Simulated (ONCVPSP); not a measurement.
## What one change does to a pseudopotential (zinc (Zn), ONCV)

```json
{
  "Element": "zinc",
  "Generator": "ONCVPSP 4.0.1",
  "Type": "optimised norm-conserving Vanderbilt (ONCV)",
  "Functional": "PBEsol",
  "Relativity": "scalar-relativistic",
  "Frozen core": "[Ne]",
  "Valence charge": "20",
  "Reference configuration": "3s2 3p6 3d10 4s0.5 (charge +1.5)",
  "Partial waves": "3s+4s: rc 1.15 bohr, ncon 4, nbas 8, qcut 12.1 1/bohr, 2 projectors; 3p: rc 0.85 bohr, ncon 4, nbas 7, qcut 12.8 1/bohr, 1 projector; 3d: rc 1.20 bohr, ncon 3, nbas 8, qcut 11.9 1/bohr, 3 projectors, debl 3.1 Ha",
  "Local potential": "polynomial inside 0.65 bohr (lpopt 4, dvloc0 1 Ha)",
  "Core correction": "none"
}
```

All-electron outer shells of the reference configuration (PBEsol, scalar-relativistic, ld1.x):

```
shell  level (eV)  outermost node (bohr)  outermost maximum (bohr)
   2p    -1018.31                      –                      0.15
   3s     -144.01                   0.28                      0.59
   3p      -98.37                   0.25                      0.59
   3d      -25.16                      –                      0.57
   4s      -18.32                   0.84                      1.94
```

Change: all radii scaled by about 1.10 (s 1.26, p 0.94, d 1.32 bohr); local potential polynomial inside 0.72 bohr (lpopt 4, dvloc0 1 Ha).

Cutoffs: the cutoffs (Ha) at which the residual kinetic energy of the hardest occupied pseudo-wave falls to 1 and 0.1 mHa per electron; they do not see the model core or the augmentation charge, which bear on the density cutoff. Errors are all-electron minus pseudo energies relative to the spin-unpolarised reference configuration.

What does the change do?

The potential gets neither clearly harder nor softer (60 Ha and 67 Ha → 56 Ha and 62 Ha); the d channel sets the loose cutoff, while the largest relative change is in s, which becomes softer; of the 4 tests that both files solve, the error grows in 2 and shrinks in 0 by more than 15 % and 0.3 meV (median size 3.6 → 4.2 meV); neither file shows a bound ghost.

| quantity | base | changed |
| --- | --- | --- |
| cutoff, loose | 60 Ha | 56 Ha |
| cutoff, tight | 67 Ha | 62 Ha |
| loose cutoff by channel | s 46 Ha, p 47 Ha, d 60 Ha | s 40 Ha, p 50 Ha, d 56 Ha |
| bound ghosts | none | none |
| GHOST(+) flags under 300 eV | none | none |
| error for 3s2 3p6 3d10 4s2, meV [ΔE -17.97 eV] | +5.8 | +6.8 |
| error for 3s2 3p6 3d10 4s1, meV [ΔE -8.07 eV] | +1.4 | +1.5 |
| error for 3s2 3p6 3d10 4s0, meV [ΔE 10.28 eV] | 0.0 | +0.1 |
| error for 3s2 3p6 3d9 4s2 4p1, meV [ΔE -5.69 eV] | +85 | +107 |
